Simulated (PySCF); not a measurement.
Work out the structure from these simulated measurements.

Formula: C3H12OSi2.

* UV, first state: lowest singlet excitation: 7.00 eV (177 nm, f = 0.001) [TDDFT PBE0/def2-SVPD]
* Rotational structure: rotational constants A, B, C: 4.945, 0.924, 0.852 GHz [GFN2-xTB]
* UV, strongest line: among the 6 lowest singlet transitions: S6 at 7.96 eV (156 nm, f = 0.034) [TDDFT PBE0/def2-SVPD]
* 13C NMR: chemical shifts (computed TMS as zero) by class: 12.0 (1 C), 6.5 (1 C), 0.0 (1 C) ppm [GIAO PBE0/pcSseg-1]
* Polarisability: 91.4 au [PBE0/def2-SVPD]
* NMR, other nuclei: isotropic shieldings of nuclei other than C and H, by class: 310 (1 O), 371 (1 Si), 373 (1 Si) ppm [GIAO PBE0/pcSseg-1]
* Triplet: lowest triplet excitation (Tamm–Dancoff): 6.73 eV [TDA PBE0/def2-SVPD]
* 1H NMR: chemical shifts (computed TMS as zero) by class: 5.20 (2 H), 5.05 (2 H), 1.01 (2 H), 0.94 (3 H), 0.26 (3 H) ppm [GIAO PBE0/pcSseg-1]
* Dipole: 1.12 D [PBE0/def2-SVPD]

The electronic properties come from PySCF, for the isolated species, density fitting. Levels stand in brackets. NMR shifts are as computed; neighbouring signals can stand in another order in a measured spectrum. Isolated species at its GFN2-xTB geometry (one conformer only). Each NMR value is the plain mean over a class of atoms that symmetry, rotation or inversion makes alike.

Question: Propose a structure and show how it fits.

Answer: Numbering: `[CH3:1][CH2:2][SiH2:3][O:4][SiH2:5][CH3:6]`. Its formula, C3H12OSi2, gives 0 degrees of unsaturation, so no ring and no π bond. 3 carbons fall into 3 classes; from least to most shielded: sp3 carbon bound to silicon [C2] (12.0 ppm), methyl carbon [C1] (6.5 ppm), Si-methyl carbon [C6] (0.0 ppm). Hydrogen classes from least to most shielded: 2 H on an oxygen-bound silicon, Si5 (5.20 ppm), 2 H on an oxygen-bound silicon, Si3 (5.05 ppm), 2 H on an sp3 carbon bound to silicon, C2 (1.01 ppm), 3 H on a methyl carbon, C1 (0.94 ppm, a mean of values up to 0.6 ppm apart in this geometry), 3 H on an Si-methyl carbon, C6 (0.26 ppm, a mean of values up to 0.7 ppm apart in this geometry). The other shieldings belong to: 310 ppm, siloxane oxygen [O4]; 371 ppm, oxygen-bound silicon [Si3]; 373 ppm, oxygen-bound silicon [Si5]. The optimised geometry has point group C1 and is an asymmetric top. Structure: `CC[SiH2]O[SiH2]C`. Computed isomers that give other values at the same levels: `CC[SiH2]CO[SiH3]` (13C chemical shifts (computed TMS as zero) by class: 56.1 (1 C), 11.2 (1 C), 4.2 (1 C) ppm); `CO[C@@H]([SiH3])C[SiH3]` (13C chemical shifts (computed TMS as zero) by class: 71.8 (1 C), 60.4 (1 C), 19.3 (1 C) ppm); `C[C@H](CO)[SiH2][SiH3]` (13C chemical shifts (computed TMS as zero) by class: 73.7 (1 C), 25.0 (1 C), 16.8 (1 C) ppm). The assignments are read from this structure; whether some other isomer fits the data as well wasn't checked.

The values belong to the conformer `[CH3:1][CH2:2][SiH2:3][O:4][SiH2:5][CH3:6]`: C1–C2–Si3–O4 -177°.
